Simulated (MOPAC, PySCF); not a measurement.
C₂H₄S₂, SMILES `S=CCS` (S–C–C–S torsion 113°, C–C–S–H torsion 76°), neutral singlet in the gas phase. 

Cartesian coordinates (Å):
```xyz
8

S      2.4009    -0.1291    -0.6303
C      0.9809    -0.3059     0.1354
C     -0.2002     0.5934    -0.0126
S     -1.5563    -0.3377    -0.8399
H      0.8206    -1.1557     0.8178
H     -0.5612     0.9653     0.9576
H      0.0293     1.4431    -0.6672
H     -1.9139    -1.0734     0.2392
```
Charge 0, spin multiplicity 1.

All levels are single points at this geometry (PBE-D3(BJ)/def2-TZVP); Pople sets use spherical d functions. Orbital energies aren't observables, and empty levels follow the basis.

AM1 in MOPAC gives gap (eV) = 7.46.

Estimate the gap (eV) from each of these levels: PBE-D3(BJ)/def2-TZVP in PySCF; BP86/6-31G* in PySCF; M06-2X/6-31G* in PySCF; PBE/6-31G* in PySCF; HF/STO-3G in PySCF.


```json
[
 {"level": "PBE-D3(BJ)/def2-TZVP in PySCF", "gap (eV)": "2.04"},
 {"level": "BP86/6-31G* in PySCF", "gap (eV)": "2.09"},
 {"level": "M06-2X/6-31G* in PySCF", "gap (eV)": "6.35"},
 {"level": "PBE/6-31G* in PySCF", "gap (eV)": "2.07"},
 {"level": "HF/STO-3G in PySCF", "gap (eV)": "11.93"}
]
```
